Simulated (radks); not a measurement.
Sm+, 61 electrons, occupied as [Xe] 4f6 5d1 (not the ground configuration). Calculated with a radial shooting solver on a logarithmic mesh with Libxc functionals: Dirac Kohn-Sham, BLYP, spin-unpolarised, spherical densities, finite nucleus; open shells fill j = l - 1/2 first; Fermi nuclear charge, rms radius 5.0819 fm.

Unscreened Slater integrals over Kohn-Sham orbitals (cm^-1). Large and small components are both included. Empty in this configuration: 6s1/2.

integral          value
F0(5d3/2,5d3/2)   66805
F2(5d3/2,5d3/2)   32976
F0(5d3/2,4f5/2)   87798
F2(5d3/2,4f5/2)   20770
G1(5d3/2,4f5/2)   12619
G3(5d3/2,4f5/2)  8930.5
F0(5d3/2,5p3/2)   82109
F2(5d3/2,5p3/2)   35816
G1(5d3/2,5p3/2)   40295
G3(5d3/2,5p3/2)   24391
F0(5d3/2,5p1/2)   83204
G1(5d3/2,5p1/2)   37189
F0(5d3/2,6s1/2)   54988
G2(5d3/2,6s1/2)   19615
F0(4f5/2,4f5/2)  206610
F2(4f5/2,4f5/2)   93961
F4(4f5/2,4f5/2)   58195
F0(4f5/2,5p3/2)  136920
F2(4f5/2,5p3/2)   48481
G2(4f5/2,5p3/2)   28097
G4(4f5/2,5p3/2)   20942
F0(4f5/2,5p1/2)  143520
G2(4f5/2,5p1/2)   31861
F0(4f5/2,6s1/2)   63841
G3(4f5/2,6s1/2)  2848.7
F0(5p3/2,5p3/2)  116150
F2(5p3/2,5p3/2)   62138
F0(5p3/2,5p1/2)  119570
G2(5p3/2,5p1/2)   63412
F0(5p3/2,6s1/2)   61235
G1(5p3/2,6s1/2)  5121.9
F0(5p1/2,5p1/2)  123390
F0(5p1/2,6s1/2)   61625
G1(5p1/2,6s1/2)  4251.9
F0(6s1/2,6s1/2)   49350
